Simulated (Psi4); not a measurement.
CHO (SMILES [CH]=O), doublet (typed; the unrestricted solution is spin-contaminated), at a GFN2-xTB geometry; Psi4 1.11 with OMP2/STO-3G.

The Psi4 input:
```
memory 2 GB

molecule mol {
0 2
C    -0.480854    0.337057    0.028066
O     0.546855   -0.240731   -0.022264
H    -1.489715   -0.096492    0.009715
}

set {
  basis sto-3g
  reference uhf
}

energy('omp2')
print_variables()
```

The log (banner, timings and long lists left out):

```
    For method 'OMP2', SCF Algorithm Type (re)set to DISK_DF.

   => Loading Basis Set <=

    Name: STO-3G
    Role: ORBITAL
    Keyword: BASIS

         ---------------------------------------------------------
                                   SCF
               by Justin Turney, Rob Parrish, Andy Simmonett
                          and Daniel G. A. Smith
                              UHF Reference
         ---------------------------------------------------------

  ==> Geometry <==

    Molecular point group: cs
    Full point group: Cs

    Geometry (in Angstrom), charge = 0, multiplicity = 2:

       Center              X                  Y                   Z               Mass
    ------------   -----------------  -----------------  -----------------  -----------------
         C            0.334869518675     0.531752365329     0.000000000000    12.000000000000
         O           -0.244998576938    -0.496017483526     0.000000000000    15.994914619570
         H           -0.098928783134     1.540673098226     0.000000000000     1.007825032230

  Running in cs symmetry.

  Rotational constants: A =     27.14904  B =      1.47675  C =      1.40057 [cm^-1]
  Rotational constants: A = 813907.68334  B =  44271.97339  C =  41988.06044 [MHz]
  Nuclear repulsion =   26.488965677025991

  Charge       = 0
  Multiplicity = 2
  Electrons    = 15
  Nalpha       = 8
  Nbeta        = 7

  ==> Algorithm <==

  SCF Algorithm Type is DISK_DF.
  DIIS enabled.
  MOM disabled.
  Fractional occupation disabled.
  Guess Type is SAD.
  Energy threshold   = 1.00e-08
  Density threshold  = 1.00e-08
  Integral threshold = 1.00e-12

  ==> Primary Basis <==

  Basis Set: STO-3G
    Blend: STO-3G
    Number of shells: 7
    Number of basis functions: 11
    Number of Cartesian functions: 11
    Spherical Harmonics?: true
    Max angular momentum: 1

   => Loading Basis Set <=

    Name: (STO-3G AUX)
    Role: JKFIT
    Keyword: DF_BASIS_SCF

  ==> Integral Setup <==

  ==> DiskDFJK: Density-Fitted J/K Matrices <==

    J tasked:                  Yes
    K tasked:                  Yes
    wK tasked:                  No
    Integrals threads:           1
    Algorithm:                Core
    Integral Cache:           SAVE
    Schwarz Cutoff:          1E-12
    Fitting Condition:       1E-10

   => Auxiliary Basis Set <=

  Basis Set: (STO-3G AUX)
    Blend: DEF2-UNIVERSAL-JKFIT
    Number of shells: 56
    Number of basis functions: 170
    Number of Cartesian functions: 202
    Spherical Harmonics?: true
    Max angular momentum: 4

  Minimum eigenvalue in the overlap matrix is 2.3269171701E-01.
  Reciprocal condition number of the overlap matrix is 1.2173156515E-01.
    Using symmetric orthogonalization.

  ==> Pre-Iterations <==

  SCF Guess: Superposition of Atomic Densities via on-the-fly atomic UHF (no occupation information).

   -------------------------
    Irrep   Nso     Nmo
   -------------------------
     A'         9       9
     A"         2       2
   -------------------------
    Total      11      11
   -------------------------

  ==> Iterations <==

                           Total Energy        Delta E     RMS |[F,P]|

   @DF-UHF iter SAD:  -110.49343281890631   -1.10493e+02   0.00000e+00
   @DF-UHF iter   1:  -111.67650523668398   -1.18307e+00   3.10100e-02 ADIIS/DIIS
   @DF-UHF iter   2:  -111.70451795367453   -2.80127e-02   2.44489e-02 ADIIS/DIIS
   @DF-UHF iter   3:  -111.73045631502814   -2.59384e-02   2.29655e-03 ADIIS/DIIS
   @DF-UHF iter   4:  -111.73099735587414   -5.41041e-04   7.84753e-04 ADIIS/DIIS
   @DF-UHF iter   5:  -111.73115577149866   -1.58416e-04   6.57472e-04 ADIIS/DIIS
   @DF-UHF iter   6:  -111.73132279450587   -1.67023e-04   6.28180e-04 ADIIS/DIIS
   @DF-UHF iter   7:  -111.73160782102163   -2.85027e-04   6.11497e-04 ADIIS/DIIS
   @DF-UHF iter   8:  -111.73207997423542   -4.72153e-04   6.03381e-04 ADIIS/DIIS
   @DF-UHF iter   9:  -111.73322310969628   -1.14314e-03   5.22955e-04 ADIIS/DIIS
[...]
  @DF-UHF Final Energy:  -111.73370156863197
    Total Energy =                       -111.7337015686319717
  DIE_IF_NOT_CONVERGED          => (empty)
[...]

 ==============================================================================
 ================ Performing DF-OMP2 iterations... ============================
 ==============================================================================
	            Minimizing DF-MP2-L Functional
	            ------------------------------
 Iter       E_total           DE           RMS MO Grad      MAX MO Grad      RMS T2
 ----    ---------------    ----------     -----------      -----------     ----------
	successfully fired up coupled DIIS...
   1     -111.8385074483     -7.63e-03       1.94e-02         8.67e-02        5.29e-04
   2     -111.8430112518     -4.50e-03       1.29e-02         6.09e-02        2.94e-04
   3     -111.8476389817     -4.63e-03       1.13e-02         5.23e-02        4.26e-04
   4     -111.8518229001     -4.18e-03       2.34e-03         6.86e-03        6.91e-04
   5     -111.8518666184     -4.37e-05       1.46e-03         5.13e-03        4.60e-05
   6     -111.8519205082     -5.39e-05       3.93e-04         1.43e-03        4.51e-05
   7     -111.8519259324     -5.42e-06       1.53e-04         6.54e-04        3.44e-05
   8     -111.8519267658     -8.33e-07       5.09e-05         2.39e-04        1.12e-05
   9     -111.8519268572     -9.14e-08       2.49e-05         9.40e-05        2.91e-06
  10     -111.8519268692     -1.20e-08       1.10e-05         4.91e-05        5.72e-07
  11     -111.8519268723     -3.03e-09       3.72e-06         1.32e-05        3.95e-07
  12     -111.8519268726     -3.34e-10       1.25e-06         4.10e-06        1.42e-07
  13     -111.8519268726     -2.16e-11       4.61e-07         1.25e-06        3.42e-08
  14     -111.8519268726     -2.74e-12       1.35e-07         4.80e-07        1.49e-08

 ==============================================================================
 ======================== DF-OMP2 ITERATIONS ARE CONVERGED ====================
 ==============================================================================

	Computing MP2 energy using optimized MOs...
	=======================================================================
	Nuclear Repulsion Energy (a.u.)    :    26.48896567702599
	DF-HF Energy (a.u.)                :  -111.73370156863197
	REF Energy (a.u.)                  :  -111.72799150009476
	Alpha-Alpha Contribution (a.u.)    :    -0.00874373918173
	Alpha-Beta Contribution (a.u.)     :    -0.09317466885582
	Beta-Beta Contribution (a.u.)      :    -0.02201696376733
	Scaled_SS Correlation Energy (a.u.):    -0.01025356764969
	Scaled_OS Correlation Energy (a.u.):    -0.11180960262698
	DF-SCS-MP2 Total Energy (a.u.)     :  -111.85005467037142
	DF-SOS-MP2 Total Energy (a.u.)     :  -111.83980110272174
	DF-SCS(N)-MP2 Total Energy (a.u.)  :  -111.78213033728510
	DF-MP2 Correlation Energy (a.u.)   :    -0.11822530326766
	DF-MP2 Total Energy (a.u.)         :  -111.85192687189964
	=======================================================================

	=======================================================================
	================ DF-OMP2 FINAL RESULTS ================================
	=======================================================================
	Nuclear Repulsion Energy (a.u.)    :    26.48896567702599
	DF-HF Energy (a.u.)                :  -111.73370156863197
	REF Energy (a.u.)                  :  -111.72799150009476
	DF-SCS-OMP2 Total Energy (a.u.)    :  -111.85005467037142
	DF-SOS-OMP2 Total Energy (a.u.)    :  -111.83980110272174
	DF-SCS(N)-OMP2 Total Energy (a.u.) :  -111.78213033728510
	DF-OMP2 Correlation Energy (a.u.)  :    -0.11822530397819
	Edfomp2 - Eref (a.u.)              :    -0.12393537251540
	DF-OMP2 Total Energy (a.u.)        :  -111.85192687261016
	=======================================================================

  Variable Map:
  ----------------------------------------------------------------------------
[...]
  Array Variable Map:
  ----------------------------------------------------------------------------
[...]
[...]
```
